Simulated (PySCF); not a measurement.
Level of theory: TPSSh-D3(BJ)/def2-TZVP // CAM-B3LYP-D3(BJ)/def2-TZVP in PySCF. All species are isolated molecules in the gas phase. One relaxed conformer stands for a flexible species; it need not be the lowest. Excitations are Tamm–Dancoff values on a coarser integration grid. The basis has no diffuse functions, so Rydberg states are missing or too high.

Reference species (SMILES): `NB(N)O` (N–B–O–H torsion 180°) (neutral, multiplicity 1).

```
Property                   Value
----------------------  --------
HOMO                    -5.98 eV
S1 excitation (TDA)      5.93 eV
S1 oscillator strength     0.000
HOMO–LUMO gap            6.44 eV
```

After one change: the HOMO rises by 0.28 eV; the S1 excitation (TDA) decreases by 0.09 eV; the S1 oscillator strength is nearly the same; the HOMO–LUMO gap decreases by 0.10 eV.

Question: Which change was made? The new species is one of these.
(A) `OB(O)O`
(B) `NB(O)O` (O–B–O–H torsion 0°, O–B–O–H torsion 180°)
(C) `NB(N)N`

Answer: C, `NB(N)N`
